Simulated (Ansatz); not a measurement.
A nudged elastic band was laid between two geometries of ClGeH3O + H5NSi (13 atoms, charge 0, multiplicity 1).

Level of theory: RKS BLYP-D4/def2-SVP in Ansatz.

```json
{"movable images": "7", "climbing image": "yes", "spring": "5.0 eV/Å²", "optimiser": "quadratic models (default)", "start path": "through a guess of the saddle point", "force threshold": "0.05 eV/Å", "iteration limit": "60", "end points": "relaxed"}
```

Image 0:

```xyz
13
Properties=species:S:1:pos:R:3
Ge -0.444 0.375 0.090
Cl -1.360 0.330 2.095
H 1.050 0.724 0.171
H -1.321 1.366 -0.730
O -0.580 -1.264 -0.671
H -1.498 -1.440 -0.958
N 1.182 -1.951 1.558
H 0.583 -2.254 0.780
Si 2.859 -2.439 1.604
H 3.139 -3.896 1.892
H 3.462 -2.131 0.264
H 3.547 -1.642 2.675
H 0.634 -1.909 2.422
```

Image 8:

```xyz
13
Properties=species:S:1:pos:R:3
Ge -0.056 -0.502 -0.064
Cl 0.641 0.771 3.377
H 0.837 0.746 -0.145
H -1.560 -0.283 0.249
O 0.200 -1.307 -1.663
H -0.368 -2.095 -1.777
N 0.597 -1.588 1.343
H -0.116 -2.230 1.714
Si 2.267 -2.211 1.377
H 2.444 -3.460 0.561
H 3.129 -1.124 0.820
H 2.635 -2.516 2.797
H 0.603 -0.334 2.603
```

Problem. Which bonds break or form, and what moves?

Solution. Bonds broken: Ge1–Cl2, N7–H13. Bonds formed: Ge1–N7, Cl2–H13. ClGeH3O + H5NSi becomes ClH + GeH7NOSi.

Problem. What energy profile does the band end with?

Solution. It converged. The highest image is number 5 of 0 to 8, 15.7 kcal/mol above the first end and 4.7 kcal/mol above the last; the last end lies 11.0 kcal/mol above the first. Beside the main top the profile has a ripple of under 15 meV (maxima at images 1, 5), which may be a very shallow well or noise. A vibrational analysis at the climbing image gives one clearly imaginary mode, 147i cm⁻¹: a first-order saddle point. The orbitals stay closed-shell, which can raise the energy where a bond breaks towards radicals; this wasn't checked here.

| image | path coordinate (Å) | energy (kcal/mol) | Ge1–Cl2 (Å) | N7–H13 (Å) | Ge1–N7 (Å) |
| --- | --- | --- | --- | --- | --- |
| 0 | 0.00 | 0.0 | 2.21 | 1.02 | 3.20 |
| 1 | 1.41 | 0.4 | 2.20 | 1.02 | 3.20 |
| 2 | 2.82 | 0.2 | 2.21 | 1.02 | 3.42 |
| 3 | 4.24 | 6.6 | 2.29 | 1.03 | 2.42 |
| 4 | 5.65 | 11.4 | 2.50 | 1.03 | 2.09 |
| 5 | 7.06 | 15.7 | 3.10 | 1.17 | 1.99 |
| 6 | 7.70 | 12.0 | 3.48 | 1.68 | 1.90 |
| 7 | 8.35 | 11.1 | 3.70 | 1.77 | 1.89 |
| 8 | 8.99 | 11.0 | 3.73 | 1.78 | 1.89 |

Problem. What is the geometry of the highest image?

Solution. 
```xyz
13
Properties=species:S:1:pos:R:3
Ge 0.028 -0.420 -0.015
Cl 0.665 0.743 2.789
H 1.228 0.455 -0.377
H -1.336 0.141 0.429
O -0.186 -1.496 -1.457
H -1.099 -1.830 -1.546
N 0.613 -1.675 1.408
H -0.006 -2.498 1.477
Si 2.393 -2.081 1.539
H 2.610 -3.362 0.795
H 3.161 -0.972 0.913
H 2.714 -2.257 2.985
H 0.466 -0.877 2.252
```

The run took 4.7 min on 4 threads of Arm Neoverse V2, on a shared host, peak memory 0.21 GiB.
